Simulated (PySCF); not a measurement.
Parent: `[C:1]1=[CH:2][CH2:3][CH2:4][CH2:5][CH2:6][CH2:7][CH2:8][CH:9]=1` with C1–C2–C3–C4 -11°, C2–C3–C4–C5 -80°, C3–C4–C5–C6 66°, C4–C5–C6–C7 68°, C9H14.

The calculation used PBE0-D3(BJ)/def2-SVP geometry optimisation, gas phase (PySCF). One conformer each, not checked by frequencies here.

| coordinate of the parent | value |
| --- | --- |
| C1=C2 | 1.310 Å |
| C2–C3 | 1.511 Å |
| C3–C4 | 1.529 Å |
| C4–C5 | 1.531 Å |
| C5–C6 | 1.532 Å |
| C6–C7 | 1.543 Å |
| C7–C8 | 1.535 Å |
| C8–C9 | 1.511 Å |
| C1=C9 | 1.311 Å |
| C2–C1–C9 | 169.5° |
| C1–C2–C3 | 121.8° |
| C2–C3–C4 | 115.3° |
| C3–C4–C5 | 116.3° |
| C4–C5–C6 | 119.4° |
| C5–C6–C7 | 116.7° |
| C6–C7–C8 | 115.1° |
| C7–C8–C9 | 112.0° |
| C1–C9–C8 | 122.3° |

Problem. How does the shared frame change in `[CH3:1][C:2]1=[C:3]=[CH:4][CH2:5][CH2:6][CH2:7][CH2:8][CH2:9][CH2:10]1` with C3–C4–C5–C6 90°, C4–C5–C6–C7 -92°, C5–C6–C7–C8 46°, C6–C7–C8–C9 61°, C10H16? Atoms pair as C1 = C3, C2 = C2, C3 = C10, C4 = C9, C5 = C8, C6 = C7, C7 = C6, C8 = C5, C9 = C4 (parent first).

Solution. 
```json
{"parent": "C1=C2", "relative": "C3=C2", "value in the relative": "1.315 Å", "change": "+0.005"}
{"parent": "C2–C3", "relative": "C2–C10", "value in the relative": "1.521 Å", "change": "+0.010"}
{"parent": "C3–C4", "relative": "C10–C9", "value in the relative": "1.528 Å", "change": "-0.001"}
{"parent": "C4–C5", "relative": "C9–C8", "value in the relative": "1.535 Å", "change": "+0.004"}
{"parent": "C5–C6", "relative": "C8–C7", "value in the relative": "1.528 Å", "change": "-0.004"}
{"parent": "C6–C7", "relative": "C7–C6", "value in the relative": "1.535 Å", "change": "-0.008"}
{"parent": "C7–C8", "relative": "C6–C5", "value in the relative": "1.543 Å", "change": "+0.008"}
{"parent": "C8–C9", "relative": "C5–C4", "value in the relative": "1.510 Å", "change": "-0.001"}
{"parent": "C1=C9", "relative": "C3=C4", "value in the relative": "1.311 Å", "change": "0.000"}
{"parent": "C2–C1–C9", "relative": "C2–C3–C4", "value in the relative": "167.4°", "change": "-2.1"}
{"parent": "C1–C2–C3", "relative": "C3–C2–C10", "value in the relative": "117.6°", "change": "-4.2"}
{"parent": "C2–C3–C4", "relative": "C2–C10–C9", "value in the relative": "113.6°", "change": "-1.7"}
{"parent": "C3–C4–C5", "relative": "C10–C9–C8", "value in the relative": "112.4°", "change": "-3.9"}
{"parent": "C4–C5–C6", "relative": "C9–C8–C7", "value in the relative": "117.0°", "change": "-2.4"}
{"parent": "C5–C6–C7", "relative": "C8–C7–C6", "value in the relative": "117.7°", "change": "+1.0"}
{"parent": "C6–C7–C8", "relative": "C7–C6–C5", "value in the relative": "116.1°", "change": "+1.0"}
{"parent": "C7–C8–C9", "relative": "C6–C5–C4", "value in the relative": "110.4°", "change": "-1.6"}
{"parent": "C1–C9–C8", "relative": "C3–C4–C5", "value in the relative": "124.5°", "change": "+2.2"}
```

Of the parent's bonds, C2–C3 changes most (+0.010 Å). Bonds of the relative outside the shared frame: C1–C2 1.500 Å. Point group C1 → C1.
